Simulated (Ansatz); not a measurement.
Pulling on the Ga1–F2 bond in GaF (multiplicity 1 held). Energies count from the point at 1.800 Å.


| level | energy at R = 7.202 Å (kcal/mol) | cost |
|---|---|---|
| R-HF/cc-pVDZ | 178.08 | - |
| U-HF/cc-pVDZ | 92.18 | - |
| R-MP2/cc-pVDZ | 174.11 | - |
| U-MP2/cc-pVDZ | 134.26 | - |
| R-SCS-MP2/cc-pVDZ | 170.70 | - |
| U-SCS-MP2/cc-pVDZ | 130.31 | - |
| U-CCSD/cc-pVDZ | 125.07 | - |
| U-CCSD(T)/cc-pVDZ | 127.15 | - |
| CASSCF(10,8)/cc-pVDZ | 135.62 | - |
| SC-NEVPT2 on CASSCF(10,8)/cc-pVDZ | 127.13 | - |
| FIC-NEVPT4(SD) on CASSCF(10,8)/cc-pVDZ | 124.73 | ×1 |
| FIC-MRCISD on CASSCF(10,8)/cc-pVDZ | 127.89 | - |
| FIC-MRCISD+Q on CASSCF(10,8)/cc-pVDZ | 126.39 | ×1 |

The rows run from 92.18 (U-HF/cc-pVDZ) to 178.08 kcal/mol (R-HF/cc-pVDZ). In cc-pVDZ the value moves U-HF 92.18, U-MP2 134.26, U-CCSD 125.07, U-CCSD(T) 127.15, a shift of 34.97 from U-HF to U-CCSD(T).

R- and RO- levels are restricted; in cc, def2 and unpolarised 6-31G sets they are followed outwards from rest. U- levels take the lowest unrestricted solution at each point, which mixes spins at long bonds. Active spaces are followed from rest. Curves can end on different states.

Frozen-core correlation. Filled d and f shells under p-block atoms count as core.

Doubts at one or more of the structures used: a restricted determinant that unrestricted orbitals would lower (R-HF/cc-pVDZ, R-MP2/cc-pVDZ, R-SCS-MP2/cc-pVDZ); a spin-contaminated determinant (U-HF/cc-pVDZ, U-MP2/cc-pVDZ, U-SCS-MP2/cc-pVDZ, U-CCSD/cc-pVDZ, U-CCSD(T)/cc-pVDZ).

Programs: Ansatz (Gaussian orbitals). Each number belongs to the level named beside it.

Costs are rough ratios of core time to FIC-NEVPT4(SD) on CASSCF(10,8)/cc-pVDZ (about 9 s over the structures, on one shared machine); a dash marks a level with no comparable run of its own.

Ansatz is a quantum-chemistry and plane-wave program.
